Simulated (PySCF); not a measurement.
Q: Write Cartesian coordinates for InChI=1S/BF2H5P2/c1-5(2,3)4/h4H2,1H3 as optimised with PBE0-D3(BJ)/def2-SVP.

A: 
```xyz
10
BF2H5P2 angstrom
B     -1.1888    0.7271   -0.4008
P     -0.0668   -0.3456    0.6122
F      0.1558    0.1548    2.1048
F     -0.6342   -1.8060    0.8855
P      1.9989   -0.8305    0.0398
H     -0.5712    1.7790   -0.4608
H     -2.2362    0.7652    0.2193
H     -1.2254    0.1252   -1.4633
H      1.5691   -1.1318   -1.2888
H      2.2495    0.5417   -0.2694
```

Any rigid rotation of these coordinates is as good. Atoms count from 1 in this order. B1 (four-coordinate boron) is distorted tetrahedral (angles from 102.0° to 115.7°). P5 (three-coordinate phosphorus) is pyramidal (angles 93.1°, 90.5° and 90.3°, sum 274.0°, 0.89 Å off the plane of its three neighbours). P2 (phosphorus bonded to B, 2 F and P) is distorted tetrahedral (angles from 100.2° to 123.7°).

Bonds between heavy atoms (Å): B1–P2 1.854, P2–F3 1.590, P2–F4 1.590, P2–P5 2.198.

Computed with PBE0-D3(BJ)/def2-SVP geometry optimisation, gas phase (PySCF).

Point group: Cs (tolerance 0.08 Å). Stationary, but not proved a minimum. The numbers are those of one conformer (B1–P2–P5–H -47° and 46°).
